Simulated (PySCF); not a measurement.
# Structure from NMR data

Molecular formula: C₈H₉PSi. Simulated spectra:

1H NMR (300 MHz, computed): δ 8.14 (m, 1H), 7.97 (m, 1H), 7.95 (m, 1H), 7.70 (m, 1H), 7.57 (m, 1H), 5.32 (m, 1H), 4.58 (m, 3H).

13C{1H} NMR (computed): δ 159.2, 153.4, 153.2, 144.8, 135.6, 132.9, 131.2, 129.6.

Theoretical values (PySCF 2.14.0 with density-fitted response routines): structure optimised with GFN2-xTB, PBE0/pcSseg-1 with gauge-including orbitals. Non-relativistic Hamiltonian, one computed conformer, one averaged value for each set of equivalent atoms, in vacuum.

δ = σ(ref) − σ, references computed at the same level: 1H (31.72 ppm) and 13C (186.93 ppm) against TMS.

Problem. What is the structure?

Solution. 
1. 8 carbon signals for 8 carbons: no two carbons are equivalent.
2. Carbon types of the structure: 3 × C, 5 × CH, leaving 4 H on heteroatoms.
3. δC 159.2: unsaturated ring CH.
4. δC 153.4, 153.2: ring-fusion aromatic carbon.
5. δC 144.8: unsaturated ring carbon.
6. δC 135.6, 132.9, 131.2, 129.6: aromatic CH; the aromatic region.
7. δH 8.14, 7.97, 7.70, 7.57: hydrogen on an aromatic CH; it sits in the deshielding region of the aromatic ring current.
8. δH 5.32: hydrogen on a ring phosphorus.
9. δH 4.58: hydrogen on a silicon bonded to C.

These data were computed for `[SiH3]c1cc2ccccc2[pH]1`.

The data come from this structure; uniqueness wasn't tested.

Splittings by 31P in the carbon and heteronuclear signals aren't shown, as no couplings were computed. Shifts are as computed. Against solution values, carbons near 30 ppm lie about +3 ppm off and those near 130 ppm about +5 ppm. Of 1211 compounds with measured shifts, 218 miss one by over three times the rms of a fit or turn the order of signals round; such compounds aren't used in these exercises. No couplings were computed; multiplicities are counted from neighbouring protons, with m where these are inequivalent, close in shift, in a saturated or five-membered ring or joined by F or P, and br s for small geminal =CH2 splittings.
